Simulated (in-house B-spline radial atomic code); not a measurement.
Response of Ca⁸⁺ as one setting changes: the share of exact exchange in a PBE hybrid. A dash marks a strongly mixed or unbound state. Computed with a B-spline radial code for spherical atoms: linear response of the closed shell [Ne] 3s2 with the functional's adiabatic kernel; scalar-relativistic (spin-free one-electron X2C), finite nucleus, no spin-orbit coupling, no double excitations, S, P, D and F terms only.

| share of exact exchange in a PBE hybrid | lowest 1P (eV) | lowest 3P, Tamm-Dancoff (eV) | minus highest occupied level (eV) | α (bohr³) |
| --- | --- | --- | --- | --- |
| 0 | 3s → 3p 26.648 | 3s → 3p 17.724 | 178.68 | 1.123 |
| 0.1 | 3s → 3p 26.585 | 3s → 3p 17.631 | 179.58 | 1.131 |
| 0.2 | 3s → 3p 26.520 | 3s → 3p 17.538 | 180.47 | 1.139 |
| 0.3 | 3s → 3p 26.455 | 3s → 3p 17.445 | 181.36 | 1.148 |
| 0.4 | ? | ? | ? | ? |
| 0.5 | 3s → 3p 26.323 | 3s → 3p 17.260 | 183.14 | 1.166 |
| 0.6 | ? | ? | ? | ? |
| 0.7 | 3s → 3p 26.189 | 3s → 3p 17.076 | 184.91 | 1.184 |
| 0.8 | 3s → 3p 26.121 | 3s → 3p 16.985 | 185.79 | 1.193 |
| 0.9 | 3s → 3p 26.052 | 3s → 3p 16.893 | 186.67 | 1.203 |
| 1 | 3s → 3p 25.982 | 3s → 3p 16.802 | 187.55 | 1.213 |

Task: What belongs in the row for 0.4?

Result: lowest 1P (eV): 3s → 3p 26.390; lowest 3P, Tamm-Dancoff (eV): 3s → 3p 17.352; minus highest occupied level (eV): 182.25; α (bohr³): 1.157.

Task: What belongs in the row for 0.6?

Result: lowest 1P (eV): 3s → 3p 26.257; lowest 3P, Tamm-Dancoff (eV): 3s → 3p 17.168; minus highest occupied level (eV): 184.02; α (bohr³): 1.175.
